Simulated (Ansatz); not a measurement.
`Cl[BH][ZnH]` + CH₃NH₂ → `CNBCl` + `[ZnH2]` at 600 K and 1 bar (cleavage of the B–Zn bond).

Program: Ansatz. Geometries: PBE0-D4/def2-TZVP. ΔE: electronic, gas phase. CBS: MP2 limit from def2 TZ/QZ plus the TZ coupled-cluster correction, frozen cores. For Zn outer-core shells are correlated without core-valence functions, which leaves a few kJ/mol of doubt a bond. Scalar relativity is left out up to krypton. Each species was taken in one conformer, which may not be the lowest.

```
      species  CCSD(T)/CBS energy (Eh)  H − E (kJ/mol)  S (J/(mol·K))
`Cl[BH][ZnH]`              -2264.14522            88.3          351.9
       CH₃NH₂                -95.75281           199.3          283.8
      `CNBCl`               -580.41629           229.9          371.0
     `[ZnH2]`              -1779.54550            52.6          230.0
```

H − E and S are ideal-gas, rigid-rotor, harmonic terms from PBE0-D4/def2-TZVP, for one conformer and one mirror image of each species. 1 Eh = 2625.50 kJ/mol, R = 8.31446 J/(mol·K).

Question: By hand: ΔE, ΔH, ΔS and ΔG.

Answer: ΔE = (-580.41629) + (-1779.54550) − (-2264.14522) − (-95.75281) = -0.06376 Eh = -167.4 kJ/mol. Δ(H − E) = 229.9 + 52.6 − 88.3 − 199.3 = -5.1, so ΔH = -172.5 kJ/mol. ΔS = 371.0 + 230.0 − 351.9 − 283.8 = -34.7 J/(mol·K). ΔG = -172.5 − 600 × (-34.7)/1000 = -151.7 kJ/mol.

Question: By hand: the equilibrium constant, and the temperature at which ΔG would vanish if ΔH and ΔS stayed fixed.

Answer: log₁₀ K = −ΔG/(RT ln 10) = 13.2. ΔG = 0 at ΔH/ΔS = 4971 K, far beyond where these terms or the molecules hold.

ΔH outweighs TΔS. A doubt of 5 kJ/mol in ΔE shifts log₁₀ K by 0.4 here. Other conformers and mirror images would add mixing entropy, several J/(mol·K) or more a flexible species. These are equilibria of isolated gas molecules and say nothing of rates. Largest T1 diagnostic: 0.016 (customary marks: 0.02 for closed shells, 0.045 for open ones).
